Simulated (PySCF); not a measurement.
SMILES CC(C)CC(C)[OH2+] (C₆H₁₅O (cation, charge +1)), GFN2-xTB optimised geometry.

```
22

C     -1.06     1.93     1.23
C     -1.40     1.08     0.00
C     -1.11     1.86    -1.28
C     -0.74    -0.31     0.00
C      0.78    -0.31     0.00
C      1.40    -1.66    -0.27
O      1.18     0.08     1.40
H     -1.16     1.36     2.16
H     -0.08     2.41     1.14
H     -1.76     2.75     1.30
H     -2.48     0.89     0.03
H     -0.06     2.16    -1.34
H     -1.71     2.76    -1.31
H     -1.34     1.26    -2.16
H     -1.07    -0.84    -0.89
H     -1.08    -0.89     0.86
H      1.18     0.45    -0.68
H      1.00    -2.41     0.41
H      1.17    -1.97    -1.29
H      2.48    -1.63    -0.17
H      2.15     0.22     1.47
H      0.64     0.88     1.64
```

Density from PySCF with B3LYP/def2-SVP at that geometry.

Minimum of the electron density along straight lines between bonded atoms, close to the bond critical point (lines longer than 1.1 times the sum of covalent radii, or with two minima, are not listed):

```
bond    length / Å  ρ at the minimum / e bohr⁻³  ∇²ρ there / e bohr⁻⁵  position (fraction from the first atom)
------  ----------  ---------------------------  --------------------  ---------------------------------------
C1–C2        1.534                        0.242                 -0.55                                     0.51
C2–C3        1.527                        0.245                 -0.56                                     0.51
C2–C4        1.540                        0.240                 -0.54                                     0.49
C4–C5        1.518                        0.253                 -0.60                                     0.47
C5–C6        1.511                        0.256                 -0.62                                     0.53
C5–O7        1.507                        0.184                 -0.05                                     0.34
C1–H8        1.091                        0.275                 -0.99                                     0.62
C1–H9        1.095                        0.269                 -0.93                                     0.61
C1–H10       1.088                        0.278                 -1.06                                     0.64
C2–H11       1.093                        0.281                 -1.04                                     0.63
C3–H12       1.088                        0.276                 -0.99                                     0.62
C3–H13       1.086                        0.280                 -1.05                                     0.63
C3–H14       1.086                        0.279                 -1.04                                     0.63
C4–H15       1.090                        0.279                 -1.05                                     0.64
C4–H16       1.092                        0.278                 -1.02                                     0.63
C5–H17       1.093                        0.289                 -1.14                                     0.65
C6–H18       1.087                        0.280                 -1.06                                     0.64
C6–H19       1.086                        0.279                 -1.07                                     0.64
C6–H20       1.088                        0.278                 -1.03                                     0.63
O7–H21       0.977                            …                     …                                     0.83
O7–H22       1.000                        0.309                     …                                     0.83
```

Question: What belongs in the gaps?

Answer: 
- O7–H21, ρ at the minimum / e bohr⁻³: 0.334
- O7–H21, ∇²ρ there / e bohr⁻⁵: -2.55
- O7–H22, ∇²ρ there / e bohr⁻⁵: -2.21
